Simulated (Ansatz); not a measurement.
Reaction (redistribution): `C[O][Cd][CH3]` + `NBN` → `C[O][Cd][NH2]` + `CBN`

Computed with Ansatz on PBE0-D4/def2-TZVP structures; ΔE is electronic, products minus reactants. CCSD(T)/CBS is the MP2 limit (def2-TZVPP, def2-QZVPP) plus CCSD(T) − MP2 in def2-TZVPP, frozen cores. DFT in def2-TZVPP. Elements past krypton have def2 core potentials. For Cd outer-core shells are correlated without core-valence functions, which leaves a few kJ/mol of doubt a bond. One conformer a species, not always the lowest.

`C[O][Cd][CH3]`:

```xyz
10

C    -0.872    2.219    0.437
O    -0.392    1.439   -0.614
Cd    0.236   -0.426   -0.436
C     0.927   -2.394   -0.401
H    -1.765    1.796    0.924
H    -1.160    3.205    0.048
H    -0.124    2.394    1.227
H     0.267   -3.030   -0.992
H     0.948   -2.761    0.625
H     1.934   -2.441   -0.817
```

`NBN`:

Z-matrix (Å, degrees):
```
N
B 1 1.409
H 1 1.002 2 121.9
H 1 1.005 2 124.5 3 -180.0
N 2 1.409 1 122.9 3 180.0
H 2 1.200 1 118.5 3 -0.0
H 5 1.003 2 121.9 1 -180.0
H 5 1.005 2 124.5 1 -0.0
```

`C[O][Cd][NH2]`:

```xyz
9

C    -1.257    0.297   -1.612
O    -0.379    1.002   -0.782
Cd    0.607    0.143    0.685
N     1.599   -0.758    2.172
H    -0.767   -0.508   -2.180
H    -1.679    0.996   -2.345
H    -2.103   -0.151   -1.071
H     1.377   -0.349    3.073
H     2.603   -0.672    2.060
```

`CBN`:

```xyz
9

C    -1.015    0.581   -0.132
B     0.172   -0.415   -0.377
N     1.269   -0.479    0.477
H    -1.958    0.032   -0.037
H    -1.145    1.239   -0.998
H    -0.899    1.209    0.756
H     0.171   -1.160   -1.320
H     2.039   -1.110    0.338
H     1.365    0.102    1.294
```

```tsv
level	ΔE (kJ/mol)
LDA (SPW92)	97.2
CCSD/def2-SVP	91.7
```

(1) What does CCSD(T)/CBS give? (An estimate is asked.)

Largest T1 diagnostic among the species: 0.016.

Results:

(1) Ansatz gave: +87.4 kJ/mol. The listed levels differ from it by 9.8, 4.3 kJ/mol.

Leaving LDA and LC-ωPBE aside and taking each functional with its dispersion term where it has one, the values, not all of them listed here, spread over 11.0 kJ/mol, from B97M-V to BHLYP-D4. LDA lies +8.9 kJ/mol from PBE without D4. From r2SCAN to r2SCAN0 (25 % exact exchange), in def2-TZVPP and without D4, ΔE moves by +4.0 kJ/mol.

CCSD(T)/CBS has its own doubt, a few kJ/mol and more with outer-core shells, so smaller differences from it don't rank the levels.
